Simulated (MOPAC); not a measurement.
Input file for MOPAC: PM6 on MoI, 2S+1 = 6, a spin state set in the input, which need not be the lowest, a point of a bond scan (R = 2.788 Å).

```
PM6 1SCF PRECISE CHARGE=0 UHF MS=2.5 THREADS=1
IMo

Mo     0.00000000 1     0.00000000 1     0.00000000 1
I      0.00000000 1     0.00000000 1     2.78766900 1
```

Program output:

```
*******************************************************************************
 **                                                                           **
 **                              MOPAC v23.2.5                                **
 **                                                                           **
 *******************************************************************************
 ** MOPAC's Digital Object Identifier: https://doi.org/10.5281/zenodo.6511958 **
 **                                                                           **
 ** Please cite the open-source release paper for use of this MOPAC version:  **
 ** J. E. Moussa and J. J. P. Stewart (2026)                                  **
 ** MOPAC: An open-source semiempirical molecular orbital program             **
 ** J. Open Source Softw., 11(119), 8025, https://doi.org/10.21105/joss.08025 **
 *******************************************************************************

                              PM6 CALCULATION RESULTS

 *******************************************************************************
 *  PM6        - The PM6 Hamiltonian to be used
 *  UHF        - UNRESTRICTED HARTREE-FOCK CALCULATION
 *
 *
 *
 *                 CHARGE ON SYSTEM = 0
 *
 *
 *
 *  MS=        - IN MECI, MAGNETIC COMPONENT OF SPIN =  2.5
 *  PRECISE    - TIGHTER CRITERIA TO BE USED
 *  1SCF       - DO 1 SCF AND THEN STOP
 *  THREADS=1  - MULTI-THREADING NOT USED
 *  T=         - A TIME OF 172800.0 SECONDS REQUESTED
 *  DUMP=N     - RESTART FILE WRITTEN EVERY 7200.0 SECONDS REQUESTED
 *******************************************************************************
PM6 1SCF PRECISE CHARGE=0 UHF MS=2.5 THREADS=1
 IMo

   ATOM   CHEMICAL          X               Y               Z
  NUMBER   SYMBOL      (ANGSTROMS)     (ANGSTROMS)     (ANGSTROMS)

     1      Mo          0.00000000  *   0.00000000  *   0.00000000  *
     2       I          0.00000000  *   0.00000000  *   2.78766900  *



          CARTESIAN COORDINATES

    NO.       ATOM           X           Y           Z

     1        Mo          0.0000      0.0000      0.0000
     2         I          0.0000      0.0000      2.7877

 General Reference for PM6:
 "Optimization of Parameters for Semiempirical Methods V: Modification of NDDO Approximations
 and Application to 70 Elements", J. J. P. Stewart, J. Mol. Mod., 13, 1173-1213 (2007)
 URL: https://link.springer.com/article/10.1007/s00894-007-0233-4

           Empirical Formula: Mo I  =     2 atoms



      MOLECULAR POINT GROUP   :   C*v


          UHF CALCULATION, NO. OF ALPHA ELECTRONS =    9
                           NO. OF BETA  ELECTRONS =    4

 -------------------------------------------------------------------------------
 PM6 1SCF PRECISE CHARGE=0 UHF MS=2.5 THREADS=1
 IMo



     1SCF WAS SPECIFIED, SO BFGS WAS NOT USED
     SCF FIELD WAS ACHIEVED


                              PM6 CALCULATION
                                                       MOPAC v23.2.5 Linux




          FINAL HEAT OF FORMATION =        107.93776 KCAL/MOL =     451.61158 KJ/MOL


          COSMO AREA              =        117.27 SQUARE ANGSTROMS
          COSMO VOLUME            =        109.80 CUBIC ANGSTROMS

          IONIZATION POTENTIAL    =          7.491068 EV
          ALPHA SOMO LUMO (EV)    =         -7.491  1.855
          BETA  SOMO LUMO (EV)    =         -8.165  1.877
          NO. OF ALPHA ELECTRONS  =          9
          NO. OF BETA  ELECTRONS  =          4
          MOLECULAR WEIGHT        =        222.8445         POINT GROUP:  C*v

          MOLECULAR DIMENSIONS (Angstroms)

            Atom       Atom       Distance
            I     2   Mo     1     2.78767
            I     2   Mo     1     0.00000
           Mo     1    I     2     0.00000


          SCF CALCULATIONS        =          1





   ATOM   CHEMICAL          X               Y               Z
  NUMBER   SYMBOL      (ANGSTROMS)     (ANGSTROMS)     (ANGSTROMS)

     1      Mo          0.00000000  *   0.00000000  *   0.00000000  *
     2       I          0.00000000  *   0.00000000  *   2.78766900  *

                             CARTESIAN COORDINATES

   1   Mo        0.000000000     0.000000000     0.000000000
   2    I        0.000000000     0.000000000     2.787669000


           Empirical Formula: Mo I  =     2 atoms



      MOLECULAR POINT GROUP   :   C*v


          ALPHA EIGENVALUES
 -19.56885 -11.46119 -11.38128 -11.38128 -10.97230 -10.97230  -7.64976  -7.64976
  -7.49107   1.85464   2.30400   2.30400   2.79617 117.15616 117.21867 117.21867
 117.33316 117.33316


           BETA EIGENVALUES
 -18.34364  -8.60705  -8.16497  -8.16497   1.87708   1.88881   1.88881   2.26516
   2.26516   3.14701   4.49415   5.41467   5.41467 117.54319 117.58054 117.58054
 117.59524 117.59524


              NET ATOMIC CHARGES AND DIPOLE CONTRIBUTIONS

  ATOM NO.   TYPE          CHARGE      No. of ELECS.   s-Pop       p-Pop       d-Pop
    1         Mo           0.537022        5.4630     0.19858     0.07470     5.18969
    2          I          -0.537022        7.5370     1.87404     5.66161     0.00137
 DIPOLE           X         Y         Z       TOTAL
 POINT-CHG.     0.000     0.000    -7.191     7.191
 HYBRID         0.000    -0.000    -0.205     0.205
 SUM            0.000    -0.000    -7.395     7.395


          ATOMIC ORBITAL ELECTRON POPULATIONS

     Atom    s        px        py        pz      x^2-y^2     xz        z^2       yz        xy
    1 Mo   0.19858   0.00171   0.00171   0.07129   0.99998   1.06210   1.06554   1.06210   0.99998
    2  I   1.87404   1.93572   1.93572   1.79017   0.00002   0.00047   0.00039   0.00047   0.00002


                    (SZ)    =    2.500000
                    (S**2)  =    8.750570


          ATOMIC ORBITAL SPIN POPULATIONS

    Atom   Total    s     px     py     pz   x^2-y^2  xz     z^2    yz     xy
         Atomic
    1 Mo  4.7513  0.130  0.002  0.002  0.014  1.000  0.934  0.737  0.934  1.000
    2  I  0.2487  0.001  0.064  0.064  0.119  0.000  0.000  0.000  0.000  0.000

 **********************
 *                    *
 * JOB ENDED NORMALLY *
 *                    *
 **********************




 == MOPAC DONE ==
```

The run finished.

Cost: about 0.020 core-seconds (a rough figure).
